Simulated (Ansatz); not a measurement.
Cost and result for the atomization energy of CH₆B₂GeS, SMILES `SB[B]1[CH2][GeH2]1` (11 atoms, 11 bonds).

```tsv
atom	x (Å)	y (Å)	z (Å)
S1	-1.4349	2.4394	-1.2274
B2	-0.0912	1.3654	-0.7746
B3	-0.3284	0.0966	0.2365
C4	0.0063	-0.4992	1.5449
Ge5	0.2454	-1.7642	-0.1976
H6	-0.8021	3.2143	-2.1248
H7	0.9749	1.5434	-1.2888
H8	0.6669	0.0004	2.2512
H9	-0.5330	-1.3251	2.0077
H10	-0.3371	-3.0561	0.3869
H11	1.6331	-2.0150	-0.8140
```

The species carries charge 0 and has multiplicity 1. Correlated methods include outer-core shells of Ge, which these sets cover unevenly. Scalar relativity is left out up to krypton. Geometry: relaxed with PBE0-D4/def2-TZVP. It is one conformer, not always the lowest. Program: Ansatz. All runs use 4 threads of an Intel Xeon Platinum 8259CL on a shared host. Times are those of one run each, without the atoms' runs, and a repeat can differ threefold. Electronic energies, without spin–orbit coupling; frozen cores. CCSD(T)/CBS adds CCSD(T) − MP2 in def2-TZVPP to the MP2 limit, and its time is that of the two runs behind it. T1 = 0.014. With those shells the extrapolation isn't a true limit. B3LYP takes the VWN-RPA correlation (the form of Gaussian; ORCA's B3LYP/G).

CCSD(T)/CBS is a level of theory with its own doubt, some kJ/mol a heavy atom from the limit and from the frozen cores, so smaller differences don't rank the functionals.

```csv
level,functions,wall time
revPBE-D4/def2-TZVPP,267,2.5 s
BHLYP-D4/def2-TZVPP,267,4.2 s
CAM-B3LYP-D4/def2-TZVPP,267,4.9 s
r2SCAN-D4/def2-TZVPP (with forces),267,5.5 s
B3LYP-D4/def2-TZVPP (with forces),267,6.5 s
PBE-QIDH/def2-TZVPP,267,7.5 s
CCSD(T)/def2-SVP,122,7.5 s
B97M-V/def2-TZVPP,267,9.5 s
ωB97X-V/def2-TZVPP,267,9.5 s
ωB97M-V/def2-TZVPP (with forces),267,13 s
MP2/def2-QZVPP,510,31 s
CCSD(T)/def2-TZVPP,267,2.5 min
CCSD(T)/CBS(def2),–,3 min
```

(1) What atomization energy does each give, and how far from CCSD(T)/CBS? (Best estimate.)

Results:

(1) Computed: 
```csv
level,atomization (kcal/mol),difference from CCSD(T)/CBS,per bond
revPBE-D4/def2-TZVPP,880.8,2.5,0.2
BHLYP-D4/def2-TZVPP,860.7,-17.6,-1.6
CAM-B3LYP-D4/def2-TZVPP,881.8,3.5,0.3
r2SCAN-D4/def2-TZVPP (with forces),894.5,16.2,1.5
B3LYP-D4/def2-TZVPP (with forces),881.7,3.4,0.3
PBE-QIDH/def2-TZVPP,882.2,3.9,0.4
CCSD(T)/def2-SVP,833.5,-44.8,-4.1
B97M-V/def2-TZVPP,898.2,19.9,1.8
ωB97X-V/def2-TZVPP,883.9,5.6,0.5
ωB97M-V/def2-TZVPP (with forces),883.2,4.9,0.4
MP2/def2-QZVPP,882.0,3.7,0.3
CCSD(T)/def2-TZVPP,859.0,-19.3,-1.8
CCSD(T)/CBS(def2),878.3,0.0,0.0
```

From r2SCAN to r2SCAN0 (25 % exact exchange), in def2-TZVPP and without D4, the atomization energy moves by −13.0 kcal/mol: exact exchange takes away binding that semilocal exchange gives to molecules. In def2-TZVPP, CCSD(T) changes the Hartree–Fock value by +209.0 kcal/mol (the triples alone add +15.5 kcal/mol) and MP2 by +220.9 kcal/mol; breaking electron pairs costs correlation energy, which Hartree–Fock lacks. Leaving LDA and LC-ωPBE aside and taking each functional with its dispersion term where it has one, the values, not all of them listed here, spread over 41.8 kcal/mol, from BHLYP-D4 to PBE-D4. LDA lies +117.1 kcal/mol from PBE without D4, its usual overbinding.

For some Ge, Se and Sn compounds the MP2-based and the directly extrapolated limit differ by 10 to 25 kJ/mol.
